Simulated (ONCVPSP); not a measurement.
titanium (Ti), ONCV: configuration errors across variants

ONCVPSP 4.0.1 input, shortened (lines: element, Z, core and valence counts, functional; n l f; lmax; l rc ep ncon nbas qcut; lloc lpopt rc5 dvloc0; l nproj debl; icmod fcfact rcfact), PBE, scalar-relativistic:

```
  Ti 22.00    3    4        4      upf
    1    0    2.00
    2    0    2.00
    2    1    6.00
    3    0    2.00
    3    1    6.00
    3    2    2.00
    4    0    1.50
    2
    0    1.35    0.00    3    6    7.60
    1    1.30    0.00    4    9   13.40
    2    1.65    0.00    5    9    8.80
    4    5    1.25    0.00
    0    2    3.30
    1    2    1.50
    2    1    2.00
    3    2.25    1.35
```

In the p channel the program set the typed energies aside and used -1.555, 0.250 Ha.

All-electron excitation energies from the reference (eV): (1) 3s2 3p6 3d2 4s2 -2.937; (2) 3s2 3p6 3d2 4s1 4.410; (3) 3s2 3p6 3d2 4s0 17.982; (4) 3s2 3p6 3d3 4s1 -1.832.

Errors AE − PS in meV (a dash: test not solved or not reliable):

```csv
change,(1),(2),(3),(4),bound ghosts,GHOST(+) flags above zero
base,+0.2,-0.2,-1.2,+1.6,none,none
d: rc 2.08,+0.3,-0.2,-1.1,+7.9,none,none
"core correction Teter function, fcfact 6.1, rcfact 1.35",+0.2,-0.3,-1.3,+1.7,none,none
p: nproj 3,+0.2,-0.2,-1.2,+1.6,none,none
s: qcut 9; p: qcut 16; d: qcut 10.5,+0.2,-0.2,-0.9,+0.8,none,none
```

Question: Give the same row for: d: qcut 5.5.

Answer: +0.3, -0.2, -1.1, +6.6; bound ghosts: none; GHOST(+) flags above zero: none.
